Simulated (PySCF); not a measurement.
Two species compared at the same levels of theory.

First species: C₇H₁₃F₃.
SMILES: `FC(F)(F)[C@@H](C)CCCC`

Second species: C7H10OSi.
Geometry (GFN2-xTB, Å), atoms numbered from 1 in this order:
```
atom  x, y, z in Å
C1     4.8555   -0.4888   -0.6835
C2     3.8399    0.0533   -0.3416
C3     2.6341    0.7249    0.0781
O4     2.6468    1.8304    0.5787
C5     1.4078   -0.0623   -0.1630
C6     0.2064    0.4136    0.1683
Si7   -1.4470   -0.4674   -0.0755
C8    -2.2688   -0.6642    1.6290
C9    -2.5347    0.6218   -1.1935
H10    5.7399   -0.9694   -0.9853
H11    1.5351   -1.0340   -0.6183
H12    0.2011    1.4011    0.6197
H13   -1.2140   -1.7819   -0.6958
H14   -3.2307   -1.1605    1.5432
H15   -2.4399    0.3009    2.0979
H16   -1.6541   -1.2516    2.3044
H17   -3.5054    0.1640   -1.3581
H18   -2.0763    0.7815   -2.1650
H19   -2.7053    1.5976   -0.7471
```

Levels: PBE0/pcSseg-1 for dipole moment, HOMO energy, LUMO energy and HOMO–LUMO gap; GFN2-xTB for rotational constant A and rotational constant C. Geometries: GFN2-xTB. Each structure is a single optimised conformer of the isolated species, non-relativistic unless stated. Electronic properties by PySCF.

The conformers computed, where there is a choice (atom-mapped SMILES and torsion angles):
- `[CH3:1][CH2:2][CH2:3][CH2:4][C@H:5]([CH3:6])[C:7]([F:8])([F:9])[F:10]`: C1–C2–C3–C4 -179°, C2–C3–C4–C5 -175°, C3–C4–C5–C6 -65°, C4–C5–C7–F8 62°
- `[CH:1]#[C:2][C:3](=[O:4])/[CH:5]=[CH:6]/[SiH:7]([CH3:8])[CH3:9]`: C2–C3–C5–C6 180°, C5–C6–Si7–C8 121°

```json
{"property": "dipole moment", "column X": "2.80 D", "column Y": "2.58 D"}
{"property": "HOMO energy", "column X": "-7.86 eV", "column Y": "-9.20 eV"}
{"property": "LUMO energy", "column X": "-2.48 eV", "column Y": "1.32 eV"}
{"property": "HOMO–LUMO gap", "column X": "5.38 eV", "column Y": "10.52 eV"}
{"property": "rotational constant A", "column X": "3.045 GHz", "column Y": "2.771 GHz"}
{"property": "rotational constant C", "column X": "0.509 GHz", "column Y": "0.508 GHz"}
```

(1) Which column belongs to which species?

(2) How does each property change from the first species to the second?

Answers

(1) Column X is the second species and column Y the first. The first has 23 atoms and 82 electrons, the second 19 and 74.

(2) dipole moment +0.22 D; HOMO energy +1.34 eV; LUMO energy -3.80 eV; HOMO–LUMO gap -5.14 eV; rotational constant A +0.274 GHz; rotational constant C +0.001 GHz.

On the first: A dipole of 2.58 D is allowed in C1, and pure rotational transitions are dipole-allowed. The dipole matches unit charges of opposite sign 0.54 Å apart (1 e·Å = 4.8032 D).

On the second: The dipole equals about 9.4 × 10⁻³⁰ C·m (1 D = 3.33564 × 10⁻³⁰ C·m).
